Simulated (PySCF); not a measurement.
Field gradients at the hydrogen positions

Species: C8H13 (charge +1).
Atom-mapped SMILES: `[CH:1]#[C:2][C+:3]([CH3:4])[CH2:5][CH:6]([CH3:7])[CH3:8]` (hydrogens: H9 on C1; H10, H11, H12 on C4; H13, H14 on C5; H15 on C6; H16, H17, H18 on C7; H19, H20, H21 on C8)

Structure used (PBE0-D3(BJ)/def2-SVP), in Å, numbered top down from 1:
```xyz
21
C8H13 angstrom
C      2.9236    0.2934   -1.5842
C      2.1344    0.0439   -0.6866
C      1.2403   -0.2197    0.3444
C      1.4934   -1.3537    1.2415
C      0.0593    0.6156    0.5076
C     -1.2063   -0.0947   -0.1489
C     -2.4153    0.7770    0.1558
C     -1.0256   -0.3328   -1.6375
H      3.6223    0.5144   -2.3798
H      2.0045   -2.1891    0.7425
H      2.2040   -0.9769    2.0093
H      0.5880   -1.6748    1.7737
H      0.1810    1.5993    0.0337
H     -0.1703    0.7197    1.5800
H     -1.3244   -1.0625    0.3677
H     -3.3191    0.2912   -0.2428
H     -2.5612    0.9250    1.2354
H     -2.3293    1.7643   -0.3234
H     -1.9528   -0.7487   -2.0579
H     -0.8178    0.6079   -2.1729
H     -0.2175   -1.0438   -1.8666
```

Level: PBE0/pcSseg-1 (PySCF, non-relativistic); Q(2H) = 0.00286 b; rigid geometry, the same for H and D, with no vibrational averaging.

Question: Rank these positions by the coupling χzz of a deuteron there, largest first.
A. H21 (methyl hydrogen)
B. H11 (methyl hydrogen)
C. H10 (methyl hydrogen)
D. H9 (alkyne hydrogen)
E. H15 (methine hydrogen)

Answer: D (209 kHz), A (195 kHz), C (190 kHz), E (185 kHz), B (180 kHz).

Q: Tabulate Vzz, the asymmetry η and χzz = 234.96 MHz × Q × Vzz for every hydrogen position.

A: 
```tsv
atom	bonded to	bond length (Å)	Vzz (au)	η	χzz (kHz)
H9	C1	1.082	0.3117	0.07	209
H10	C4	1.099	0.2824	0.05	190
H11	C4	1.112	0.2683	0.04	180
H12	C4	1.098	0.2847	0.05	191
H13	C5	1.099	0.2800	0.05	188
H14	C5	1.102	0.2781	0.05	187
H15	C6	1.103	0.2752	0.05	185
H16	C7	1.101	0.2865	0.04	193
H17	C7	1.099	0.2890	0.04	194
H18	C7	1.101	0.2859	0.04	192
H19	C8	1.100	0.2879	0.04	193
H20	C8	1.102	0.2851	0.03	192
H21	C8	1.100	0.2899	0.04	195
```

Q: How does χzz go with the bond length over the 13 C–H bonds?

A: A straight-line fit has a slope of -9.6 kHz for each 0.01 Å, with a correlation coefficient of -0.92, over lengths from 1.082 to 1.112 Å. The longer bonds have the smaller couplings here.

Geometry: PBE0-D3(BJ)/def2-SVP, one conformer, isolated ion. These gradients aren't converged with respect to the basis.
